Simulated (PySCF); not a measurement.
**Magnetic susceptibility: `CCN1CCC=N1`, C5H10N2**

Geometry (Å), atoms numbered from 1 in this order:
```xyz
17

C     2.165   -0.086    0.582
C     1.399    0.349   -0.672
N    -0.029    0.382   -0.512
C    -0.806   -0.850   -0.322
C    -2.077   -0.353    0.382
C    -1.684    1.076    0.677
N    -0.555    1.401    0.192
H     3.233    0.021    0.417
H     1.958   -1.125    0.829
H     1.875    0.539    1.424
H     1.701    1.363   -0.945
H     1.627   -0.322   -1.505
H    -1.003   -1.303   -1.297
H    -0.255   -1.571    0.292
H    -2.950   -0.384   -0.273
H    -2.314   -0.908    1.291
H    -2.294    1.782    1.205
```

Level of theory: GIAO PBE0/pcSseg-1 magnetisability, rotational g tensor and spin-rotation constants, non-relativistic, gas phase (PySCF). Geometry: GFN2-xTB.

What are the magnetisability and the molar susceptibility?

Isotropic -1076 × 10⁻³⁰ J/T², or -64.8 × 10⁻⁶ cm³/mol; principal values -1187, -1044, -997 × 10⁻³⁰ J/T², anisotropy 171 × 10⁻³⁰ J/T² (root of half the summed squared differences of the principal values). The susceptibility is in cgs units.

Split it along the inertial axes a, b, c into diamagnetic and paramagnetic parts about the centre of mass, with the quadrupole moment.


```
axis  χ (10⁻⁶ cm³/mol)  diamagnetic (10⁻⁶ cm³/mol)  paramagnetic (10⁻⁶ cm³/mol)  summed x² of all electrons (Å²)  quadrupole Θ (D Å)
   a             -63.4                      -325.3                        261.9                            140.5               +5.88
   b             -62.0                      -719.8                        657.7                             47.5               -3.21
   c             -69.0                      -797.7                        728.7                             29.2               -2.67
```
Anisotropies 2χaa − χbb − χcc = +4.3 and 2χbb − χaa − χcc = +8.3 × 10⁻⁶ cm³/mol. Θ is traceless in Buckingham's convention.

And the rotational g tensor?


```
axis  rotational constant (GHz)        g  nuclear part  electronic part
   a                     5.5109  -0.0419        0.6361          -0.6781
   b                     2.0241  -0.0116        0.6139          -0.6254
   c                     1.7874  -0.0047        0.6072          -0.6119
```
Asymmetric top; isotopes 12C, 1H, 14N; no vibrational averaging.
